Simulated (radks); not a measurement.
The numbers below are computed, except where a source is named.
These are the eigenvalues of the occupied orbitals of an atom or ion with whole-number occupations (hartree). Code: a radial shooting solver on a logarithmic mesh with Libxc functionals. Model: non-relativistic Kohn-Sham, LB94 model potential, spin-polarised, spherical densities, point nucleus.

| orbital | eigenvalue |
|---|---|
| 1s down | -870.3868 |
| 1s up | -870.3856 |
| 2s up | -129.2653 |
| 2s down | -129.2592 |
| 2p up | -120.5801 |
| 2p down | -120.5780 |
| 3s up | -27.36477 |
| 3s down | -27.35887 |
| 3p up | -23.86113 |
| 3p down | -23.85256 |
| 3d up | -17.39074 |
| 3d down | -17.37583 |
| 4s up | -7.50295 |
| 4s down | -7.46918 |
| 4p up | -6.37223 |
| 4p down | -6.33453 |
| 4d up | -4.49087 |

Which element is it, and in what charge state? The configuration may be excited. Open shells, if any, are filled with parallel spins first.

Answer. Z = 46, palladium, charge +7: Pd7+ in [Kr] 4d3. The list shows which subshells hold electrons but not how many an open one holds; the 1s level, -870.39 hartree, gives Z - s = 41.7 by -(Z - s)^2/2, which with screening narrows Z to a few neighbours, and the depths of the outer levels then fix element, charge and occupations together.
